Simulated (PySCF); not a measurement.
## Heteronuclear NMR

Geometry (Å), atoms numbered from 1 in this order:
```xyz
17

C     3.065   -0.906    0.396
O     1.681   -0.603    0.456
C     1.126    0.019   -0.610
O     1.744    0.327   -1.601
C    -0.290    0.237   -0.360
C    -1.124    0.843   -1.228
C    -2.501    0.967   -0.795
C    -2.788    0.465    0.415
Si   -1.228   -0.275    1.195
H     3.453   -0.664   -0.595
H     3.588   -0.319    1.153
H     3.190   -1.970    0.601
H    -0.806    1.219   -2.190
H    -3.223    1.445   -1.442
H    -3.782    0.507    0.828
H    -0.802    0.441    2.395
H    -1.312   -1.722    1.371
```

PySCF 2.14.0 with density-fitted response routines calculation with NMR shieldings at PBE0/pcSseg-1/GIAO and geometry: GFN2-xTB; relativity neglected, in vacuum, fast rotation and ring inversion assumed for equivalent nuclei, a single conformation.

(1) What are the $^{29}$Si shifts?

(2) Where does $^{17}$O resonate?

Answers

(1) 
```csv
atoms,environment,σ (ppm),δ (ppm)
Si9,"silicon bonded to 2 C, 2 H, in a 5-membered ring",396.1,-45.6
```

Shieldings were converted by a linear fit to measured shifts: $^{29}$Si: δ = 279.94 − 0.822σ (rms 8.9 ppm, 72 shifts, 25.8 ppm with the 6 outliers that the fit left out vs TMS, solution or neat liquid). Occasional misses reach two or three times the rms, and more in compound classes unlike the fitted ones.

On a 300 MHz spectrometer $^{29}$Si resonates near 59.6 MHz, so 1 ppm is 59.6 Hz.

(2) 
```tsv
atoms	environment	σ (ppm)	δ (ppm)
O4	ester carbonyl oxygen	-54.8	316.7
O2	ester alkoxy oxygen	145.2	134.4
```

Shieldings were converted by a linear fit to measured shifts: $^{17}$O: δ = 266.70 − 0.911σ (rms 10.7 ppm, 155 shifts, 12.2 ppm with the 3 outliers that the fit left out vs liquid water, solution or neat liquid). A few per cent of atoms miss by over 2 rms, more outside the fitted compound classes.

On a 600 MHz spectrometer $^{17}$O resonates near 81.3 MHz, so 1 ppm is 81.3 Hz.
